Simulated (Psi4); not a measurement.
Approach curve of the dimer CO2 ··· CH4S (SMILES O=C=O and CS). Monomers: optimised at B3LYP-D3(BJ) (def2-TZVP), held rigid. Orientation: lowest of the rigid-body minima from ten starts at GFN2-xTB. R is the distance of the centres of mass, along which the second monomer moves.

Computed with SAPT0/jun-cc-pVDZ, frozen core (Psi4 1.11).

Components in kJ/mol:

| R / Å | electrostatics | exchange | induction | dispersion | total |
|---|---|---|---|---|---|
| 2.84 | -44.06 | 107.42 | -13.12 | -23.77 | 26.48 |
| 3.06 | -24.67 | 51.25 | -6.48 | -15.48 | 4.62 |
| 3.23 | -16.47 | 28.73 | -3.81 | -11.26 | -2.80 |
| 3.46 | -10.23 | 13.06 | -1.90 | -7.44 | -6.52 |
| 3.69 | -6.89 | 5.91 | -0.98 | -5.01 | -6.98 |
| 3.89 | -5.16 | 2.96 | -0.57 | -3.61 | -6.39 |
| 4.12 | -3.89 | 1.33 | -0.33 | -2.52 | -5.41 |
| 4.42 | -2.83 | 0.47 | -0.17 | -1.62 | -4.16 |
| 4.95 | -1.76 | 0.07 | -0.06 | -0.80 | -2.55 |
| 5.64 | -1.03 | 0.01 | -0.02 | -0.36 | -1.41 |
| 6.67 | -0.52 | 0.00 | -0.01 | -0.13 | -0.66 |
| 7.98 | -0.25 | 0.00 | 0.00 | -0.04 | -0.29 |
